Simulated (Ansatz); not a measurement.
`[SH][Ge][Cl]` + CH₃OH → `C[O][Ge][Cl]` + H₂S at 700 K and 1 bar (ligand exchange at a Ge–S bond).

Program: Ansatz. Geometries: PBE0-D4/def2-TZVP. ΔE: electronic, gas phase. CCSD(T)/CBS is the MP2 limit (def2-TZVPP, def2-QZVPP) plus CCSD(T) − MP2 in def2-TZVPP, frozen cores. This one scheme is used for every species. For Ge outer-core shells are correlated without core-valence functions, which leaves a few kJ/mol of doubt a bond. Scalar relativity is left out up to krypton. One conformer a species, not always the lowest.

```csv
species,CCSD(T)/CBS energy (Eh),H − E (kJ/mol),S (J/(mol·K))
`[SH][Ge][Cl]`,-2934.32884,70.4,367.1
CH₃OH,-115.61712,170.8,288.5
`C[O][Ge][Cl]`,-2650.97453,169.4,415.4
H₂S,-398.97279,64.8,236.9
```

H − E and S are ideal-gas, rigid-rotor, harmonic terms from PBE0-D4/def2-TZVP, for one conformer and one mirror image of each species. 1 Eh = 2625.50 kJ/mol, R = 8.31446 J/(mol·K).

Q: By hand: ΔE, ΔH, ΔS and ΔG.

A: ΔE = (-2650.97453) + (-398.97279) − (-2934.32884) − (-115.61712) = -0.00136 Eh = -3.6 kJ/mol. Δ(H − E) = 169.4 + 64.8 − 70.4 − 170.8 = -7.0, so ΔH = -10.6 kJ/mol. ΔS = 415.4 + 236.9 − 367.1 − 288.5 = -3.3 J/(mol·K). ΔG = -10.6 − 700 × (-3.3)/1000 = -8.3 kJ/mol.

Q: By hand: the equilibrium constant, and the temperature at which ΔG would vanish if ΔH and ΔS stayed fixed.

A: log₁₀ K = −ΔG/(RT ln 10) = 0.6. ΔG = 0 at ΔH/ΔS = 3212 K, far beyond where these terms or the molecules hold.

The number of gas molecules stays the same, so ΔS is small and ΔH decides. A doubt of 5 kJ/mol in ΔE shifts log₁₀ K by 0.4 here. Other conformers and mirror images would add mixing entropy, several J/(mol·K) or more a flexible species. These are equilibria of isolated gas molecules and say nothing of rates. Largest T1 diagnostic: 0.015 (customary marks: 0.02 for closed shells, 0.045 for open ones).
